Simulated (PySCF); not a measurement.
**Radial density of Ti⁺ (titanium, charge +1)**

UHF, [Ar] 3d2 4s1, high-spin 4F determinant. Calculation: PySCF 2.14, in aug-cc-pVTZ (8s7p5d3f2g, 93 functions); no relativity, point nucleus.

```csv
r (bohr),4πr²ρ (e/bohr),4πr²(ρα − ρβ)
0.00124,0.1308,0.0001
0.00209,0.3564,0.0001
0.00351,0.9474,0.0004
0.00591,2.412,0.0009
0.00994,5.719,0.0022
0.0167,12.03,0.0045
0.0281,20.73,0.0072
0.0473,26.02,0.0061
0.0795,21.90,-0.0008
0.134,20.61,0.0093
0.225,28.01,0.0813
0.379,15.89,0.3331
0.637,8.258,1.0255
1.07,9.222,1.3199
1.80,2.358,0.8594
3.03,0.5340,0.5050
5.10,0.09310,0.0931
8.57,0.001044,0.0010
```
